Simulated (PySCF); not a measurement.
This PySCF input asks for the NMR shieldings of `[SiH3]OCC[SiH2]S`, C2H10OSSi2; the geometry comes from GFN2-xTB.

```python
import basis_set_exchange as bse
import numpy as np
from pyscf import gto, dft
from pyscf.prop import nmr

atoms = """
Si   -2.301735    1.111760    0.523852
O    -0.952262    0.222710    0.382052
C    -0.566326   -0.609862   -0.675337
C     0.613214   -1.439943   -0.203297
Si    1.768839   -0.311107    0.792376
S     2.238868    1.351725   -0.490982
H    -2.067229    1.666441    1.846672
H    -2.403951    2.118570   -0.535075
H    -3.482216    0.243095    0.448994
H    -0.271825    0.012204   -1.529853
H    -1.408404   -1.238349   -0.990307
H     0.260314   -2.241769    0.444241
H     1.113882   -1.900024   -1.053836
H     3.030593   -1.014232    1.033798
H     1.213830    0.190826    2.040170
H     3.206810    1.846899    0.263698
"""
names = dict.fromkeys(["Si", "O", "C", "S", "H"], "pcSseg-1")
basis = {el: gto.basis.parse(bse.get_basis(n, elements=[el], fmt="nwchem")) for el, n in names.items()}
mol = gto.M(atom=atoms, basis=basis, charge=0, verbose=0)
mf = dft.RKS(mol, xc="PBE0")
mf.grids.level = 2
mf.grids.alignment = dft.numint.BLKSIZE   # the property module wants whole blocks of grid points
mf.conv_tol = 1e-9
mf.kernel()

calc = nmr.RKS(mf)   # GIAO
C = mf.mo_coeff
Co = C[:, mf.mo_occ > 0]
resp = mf.gen_response(singlet=True, hermi=2)
def vind(x):   # induced exchange potential for any number of trial vectors
    d = np.einsum("pi,xij,qj->xpq", C, 2 * x.reshape(-1, C.shape[1], Co.shape[1]), Co, optimize=True)
    return np.einsum("xpq,pi,qj->xij", resp(d - d.transpose(0, 2, 1)), C, Co, optimize=True).ravel()
mo1, _ = nmr.rhf.solve_mo1(calc, with_cphf=vind)
sigma = calc.kernel(mo1)
for i, s in enumerate(sigma):   # ppm
    w = np.linalg.eigvalsh((s + s.T) / 2)
    print("%2d %-2s iso %8.1f  s11 %8.1f  s22 %8.1f  s33 %8.1f" % (i, mol.atom_pure_symbol(i), w.mean(), *w))
```

Question: What does it print?

Answer: 
```
 0 Si iso    385.7  s11    341.3  s22    345.2  s33    470.6
 1 O  iso    310.2  s11    279.1  s22    317.5  s33    334.1
 2 C  iso    124.0  s11     95.6  s22    108.0  s33    168.3
 3 C  iso    167.1  s11    149.4  s22    167.3  s33    184.5
 4 Si iso    381.4  s11    347.3  s22    373.7  s33    423.4
 5 S  iso    783.6  s11    674.6  s22    712.7  s33    963.6
 6 H  iso     26.8  s11     22.9  s22     25.4  s33     32.1
 7 H  iso     26.8  s11     23.2  s22     25.3  s33     31.9
 8 H  iso     26.8  s11     23.3  s22     25.0  s33     32.2
 9 H  iso     27.8  s11     25.0  s22     26.9  s33     31.5
10 H  iso     27.7  s11     22.5  s22     27.8  s33     32.9
11 H  iso     30.2  s11     25.9  s22     28.1  s33     36.4
12 H  iso     30.6  s11     26.5  s22     27.7  s33     37.7
13 H  iso     26.9  s11     22.5  s22     25.2  s33     32.9
14 H  iso     26.6  s11     23.3  s22     24.8  s33     31.6
15 H  iso     31.9  s11     23.7  s22     27.3  s33     44.8
```

These numbers come from an equivalent density-fitted implementation of the same equations, which agrees with the script to about 0.01 ppm for H and up to a few tenths of a ppm for heavy atoms, so last digits may differ.

Question: Turn these shieldings into chemical shifts. Scale: 29Si (σ = 349.16 ppm), 13C (σ = 186.93 ppm), 1H (σ = 31.72 ppm) against TMS; 17O (σ = 336.08 ppm) vs H2O; CS2 for 33S (σ = 503.73 ppm) (reference shieldings calculated alike).

Answer: Averaging equivalent atoms: Si 4: -32.3; Si 0: -36.5; O 1: 25.8; C 2: 63.0; C 3: 19.8; S 5: -280; H 13/14: 4.99; H 6/7/8: 4.89; H 9/10: 3.97; H 11/12: 1.33; H 15: -0.21 ppm. Experimental scales use liquid or dissolved standards, which lie at an offset from isolated H2O (liquid H2O: subtract about 36 ppm).

Size and cost of the density-fitted run: 173 basis functions, 44 s wall time on 1 thread of an Arm Neoverse N1, shared host; peak memory 0.79 GiB.
